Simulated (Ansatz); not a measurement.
**Pulling the pair apart**

The pair of Cl⁻ (SMILES [Cl-], atom 1) and CH5N (SMILES CN, atoms 2–8), both closed shells, in one local arrangement (a lower one may exist), relaxed at PBE0-D4/def2-TZVPD:

```
8
angstrom
Cl -1.1191 0.4576 -2.7919
C 0.7028 -0.0298 0.5344
N -0.6687 -0.4631 0.3449
H 0.9242 0.9734 0.1384
H 1.3742 -0.7261 0.0239
H 0.9680 -0.0454 1.5988
H -0.8935 -0.3607 -0.6550
H -1.2880 0.1941 0.8064
```

CH5N is shifted rigidly along the line between the mean atom positions of the two fragments (negative: closer). Counterpoise interaction energies in kJ/mol. Ansatz 0.2.0; basis: def2-TZVPPD; cores frozen in the correlated methods.

| shift (Å) | MP2 | PBE-D4 | PBE0-D4 |
| --- | --- | --- | --- |
| -0.23 | -36.6 | -43.6 | -41.6 |
| -0.12 | -39.9 | -46.4 | -44.5 |
| 0.00 | -41.1 | -47.0 | -45.3 |
| 0.12 | -40.7 | -46.3 | -44.6 |
| 0.28 | -38.9 | -44.0 | -42.3 |
| 0.57 | -33.5 | -37.9 | -36.4 |
| 1.15 | -23.6 | -26.7 | -25.6 |
| 2.30 | -12.1 | -13.8 | -13.3 |

Task: What does CCSD(T) give at these shifts? (An estimate is asked for; the value comes from the calculation.)

Result: The calculation gives: -34.7, -38.5, -40.0, -39.9, -38.3, -33.3, -23.5, -12.0 kJ/mol. For zero shift, CCSD(T) at an estimated basis limit (MP2 extrapolated from triple and quadruple zeta, plus CCSD(T) − MP2 in triple zeta) gives -42.8 kJ/mol. These are counterpoise interaction energies, counted from the two frozen fragments.

T1 diagnostic: at most 0.009.

For scale, one of the runs: CCSD(T)/def2-TZVPPD, 210 basis functions, launched by `ansatz run in.yaml --threads 2 --pin off --events-out ev --progress --plain --max-ram 5222MiB`. Hardware: 2 CPU threads of an Arm Neoverse V2, shared host. Wall time 57 s; peak host memory 2.9 GiB.
